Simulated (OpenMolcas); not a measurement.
A calculation on Te⁴⁺.

- Program: OpenMolcas 26.06
- Method: XMS-RASPT2, IPEA 0.25 Eh, imaginary shift 0.1 Eh (closed shells correlated: 4d)
- Basis: ANO-RCC-VTZP [7s6p4d2f1g]
- Scalar Hamiltonian: DKH2, point nucleus
- Active space: 2 electrons in 9 orbitals (RAS2 5s 5p; RAS3 5d, at most 2 electrons)
- State averaging: 2S+1 = 3 even, 3 roots; 2S+1 = 1 even, 7 roots; 2S+1 = 3 odd, 3 roots; 2S+1 = 1 odd, 3 roots
- Spin-orbit coupling: RASSI with atomic mean-field integrals over the reference wave functions, term energies averaged over their components

Question: Which level of the active space comes out lowest?

Answer: 5s² ¹S₀, with 100 % of that term; it is also the measured ground level.

Question: How high does 5s 5p ³P°₁ lie?

Answer: 78830 cm⁻¹ above the lowest level.

Question: How high does 5p² ¹D₂ [66 %] lie?

Answer: 183290 cm⁻¹ above the lowest level; measured 182797 cm⁻¹ above the ground level, so the calculation is off by 0 %.

Question: How high does 5s 5p ¹P°₁ lie?

Answer: 110800 cm⁻¹ above the lowest level; measured 111707 cm⁻¹ above the ground level, so the calculation is off by -1 %.

Measured values: Moore, Atomic Energy Levels, vol. III, NSRDS-NBS 35 (1971 reprint of NBS Circular 467, 1958).

Term energies are means over components that CASPT2 splits; among the terms shown or strongly mixed into the levels shown the widest spread is 130 cm-1 (5p² ¹D). Active for correlation alone: 5d; no level in the range computed is led by a configuration that fills it, so any true level of that kind is missing. Some terms mix strongly with configurations of 5d, whose occupation reaches 0.24 (5p² ¹D). Computed and measured levels are paired by configuration, term and J; levels that our copy of the source lacks, or whose pairing is in doubt (as where it misses far off the trend of its configuration), stay unpaired and out of the deviations. Levels of configurations outside the active space are missing.

A share in square brackets marks a mixed level and gives the weight of the term that names it. ° marks odd parity.
